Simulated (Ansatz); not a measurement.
ZrF₄. Charge 0, multiplicity 1. Geometry PBE-D4/def2-SVP, basis def2-TZVP, Ansatz.

```xyz
5

Zr    0.0000    0.0000    0.0000
F    -1.4886   -0.8554    0.8331
F     1.2389    0.5653    1.3369
F    -0.6078    1.5166   -0.9860
F     0.8576   -1.2265   -1.1841
```

```tsv
run	HOMO (eV)	LUMO (eV)
A	-10.64	-2.19
B	-14.74	0.76
C	-10.44	-2.68
D	-17.58	1.14
E	-15.06	0.91
F	-12.20	-1.49
```

In the def2 sets Zr takes a core potential; there is no spin–orbit coupling. LC-ωPBE has ω = 0.4 bohr⁻¹.

Question: The runs used HF, LC-ωPBE, LDA (SPW92), PBE0, r2SCAN, ωB97X-V. Estimate which is which.

Answer: A r2SCAN (0 % exact exchange); B ωB97X-V (range-separated); C LDA (SPW92) (0 % exact exchange); D HF (100 % exact exchange); E LC-ωPBE (range-separated); F PBE0 (25 % exact exchange). Exact exchange lowers occupied and raises empty levels; among semilocal functionals meta-GGAs tend to open the gap a little, and such runs are hard to tell apart. The gap grows from 7.77 eV (LDA (SPW92)) to 18.72 eV (HF).
